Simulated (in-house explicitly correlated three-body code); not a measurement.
Computed with an exponentially correlated three-body code. Model: two electrons around a point charge, non-relativistic, variational in 260 exponentially correlated functions (energies converged to about 1e-7 hartree, or 1e-8 relative for large Z), ground state as one setting changes.

| nuclear charge | ground energy (hartree) | binding of second electron (eV) | mean radius (bohr) | mean distance of electrons (bohr) | mean cosine of angle |
| --- | --- | --- | --- | --- | --- |
| 1.005 | -0.5346101 | 0.80539 | 2.6765 | 4.3531 | -0.1052 |
| 1.01 | -0.541521984 | 0.8564 | 2.6442 | 4.296 | -0.10523 |
| 1.015 | -0.548486476 | 0.90815 | 2.6132 | 4.2412 | -0.10523 |
| 1.02 | -0.555503408 | 0.96065 | 2.5833 | 4.1885 | -0.10522 |
| 1.025 | -0.562572622 | 1.0139 | 2.5544 | 4.1378 | -0.10518 |
| 1.03 | ? | ? | ? | ? | ? |
| 1.035 | -0.576867336 | 1.1226 | 2.4995 | 4.0416 | -0.10505 |
| 1.04 | -0.584092584 | 1.1781 | 2.4733 | 3.9959 | -0.10497 |
| 1.045 | -0.591369607 | 1.2342 | 2.4479 | 3.9516 | -0.10486 |
| 1.05 | -0.598698304 | 1.2911 | 2.4233 | 3.9087 | -0.10475 |
| 1.055 | -0.606078578 | 1.3488 | 2.3993 | 3.8671 | -0.10462 |
| 1.06 | -0.61351034 | 1.4071 | 2.3761 | 3.8267 | -0.10449 |
| 1.065 | -0.62099351 | 1.4662 | 2.3534 | 3.7874 | -0.10434 |
| 1.07 | -0.628528009 | 1.526 | 2.3313 | 3.7492 | -0.10418 |
| 1.075 | -0.636113768 | 1.5865 | 2.3098 | 3.712 | -0.10402 |
| 1.08 | -0.643750718 | 1.6477 | 2.2888 | 3.6757 | -0.10384 |
| 1.085 | -0.651438798 | 1.7096 | 2.2683 | 3.6404 | -0.10366 |
| 1.09 | -0.65917795 | 1.7722 | 2.2483 | 3.6059 | -0.10347 |
| 1.095 | -0.666968118 | 1.8356 | 2.2287 | 3.5723 | -0.10328 |
| 1.1 | ? | ? | ? | ? | ? |
| 1.105 | -0.682701301 | 1.9644 | 2.1909 | 3.5074 | -0.10287 |
| 1.11 | -0.690644223 | 2.0298 | 2.1726 | 3.476 | -0.10266 |
| 1.115 | -0.698637974 | 2.096 | 2.1547 | 3.4453 | -0.10244 |
| 1.12 | -0.706682512 | 2.1628 | 2.1372 | 3.4153 | -0.10222 |

Question: What follows for nuclear charge = 1.1?

Answer: ground energy -0.674809251 hartree; binding of second electron 1.8996 eV; mean radius 2.2096 bohr; mean distance of electrons 3.5394 bohr; mean cosine of angle -0.10308.

Question: What follows for nuclear charge = 1.03?

Answer: ground energy -0.569693975 hartree; binding of second electron 1.0679 eV; mean radius 2.5265 bohr; mean distance of electrons 4.0889 bohr; mean cosine of angle -0.10512.
